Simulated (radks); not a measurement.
Q: Dy XXXIX, configuration [Ar] 3d9 7s1 (not the ground configuration). All-electron calculation, non-relativistic Kohn-Sham, BLYP, spin-polarised, spherical densities, point nucleus; open shells are filled with parallel spins first (spin-orbit coupling, left out, can overturn this in heavy ions); relativity is left out, which matters for an element this heavy. Program: a radial shooting solver on a logarithmic mesh with Libxc functionals. Some entries of the table are withheld. Estimate them.

orbital,occ.,eigenvalue (hartree),<1/r> (bohr^-1)
1s up,1,-1910.120,65.46
1s down,1,-1910.113,65.46
2s up,1,-359.2042,15.29
2s down,1,-359.0554,15.30
2p up,3,-345.6716,(1)
2p down,3,-345.5621,(2)
3s up,1,-124.4228,(3)
3s down,1,-124.2837,(4)
3p up,3,-118.5161,5.906
3p down,3,-118.3676,5.902
3d up,5,-107.8261,5.807
3d down,4,-107.6404,5.804
7s up,1,-17.79738,0.8917

A: 
(1) 2p up <1/r> (bohr^-1): 15.31
(2) 2p down <1/r> (bohr^-1): 15.31
(3) 3s up <1/r> (bohr^-1): 5.959
(4) 3s down <1/r> (bohr^-1): 5.955
